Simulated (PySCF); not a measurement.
# Working out the ionisation energy of Cu⁺

Cu⁺ [Ar] 3d10 (1S) → Cu²⁺ [Ar] 3d9 (2D). All numbers are calculated (PySCF 2.14, scalar relativity through the core potential, in aug-cc-pVDZ-PP with ECP10MDF). Frozen: 3s2 3p6. Energies in hartree (1 hartree = 27.21139 eV):

| part | Cu⁺ (lower) | Cu²⁺ (upper) |
| --- | --- | --- |
| UHF | -195.922749 | -195.291528 |
| CCSD correlation | -0.372328 | -0.278253 |
| (T) | -0.012598 | -0.005246 |

Question: What does Hartree-Fock give?

Answer: (-195.291528) − (-195.922749) = 0.631221 hartree = 17.176 eV.

Question: What do CCSD and CCSD(T) give?

Answer: The CCSD correlation energies differ by 0.094075 hartree = 2.560 eV and the triples by 0.007352 hartree = 0.200 eV, so CCSD gives 19.736 eV and CCSD(T) 19.936 eV.

Reference: 20.292 eV (measured; NIST Atomic Spectra Database, ionization energies), between the lowest levels; spin-orbit coupling is absent from the calculation.

A double-zeta basis recovers only part of the correlation energy.

What remains against the reference includes basis incompleteness, the frozen core and higher excitations.
